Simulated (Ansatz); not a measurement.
Isolated molecules relaxed with PBE0-D4/def2-TZVP in Ansatz; ΔE leaves out vibrations. CBS: MP2 limit from def2 TZ/QZ plus the TZ coupled-cluster correction, frozen cores. DFT in def2-TZVPP. B3LYP here is the variant with VWN-RPA as its local correlation; programs differ in this. For Ge outer-core shells are correlated without core-valence functions, which leaves a few kJ/mol of doubt a bond. Scalar relativity is left out up to krypton. One conformer a species, not always the lowest.

`[OH][GeH2][NH][SiH](O)Cl` + `O[SiH](O)O[SiH](O)F` → `[OH][GeH2][O][SiH](O)O` + `O[Si@H](F)N[Si@H](O)Cl`  (redistribution)

```csv
level,ΔE (kcal/mol)
r2SCAN-D4,5.1
B3LYP-D4,5.3
ωB97M-V,5.2
PBE,4.9
HF/def2-TZVPP,6.0
SCS-MP2/def2-TZVPP,5.5
CCSD(T)/def2-TZVPP,5.5
MP2/CBS(def2),6.1
```

**Question.** What does CCSD(T)/CBS give? (Best estimate.)

**Answer.** Computed: +6.0 kcal/mol. The listed levels differ from it by -0.9, -0.7, -0.8, -1.1, 0.0, -0.5, -0.5, 0.1 kcal/mol.

Largest T1 diagnostic among the species: 0.012.
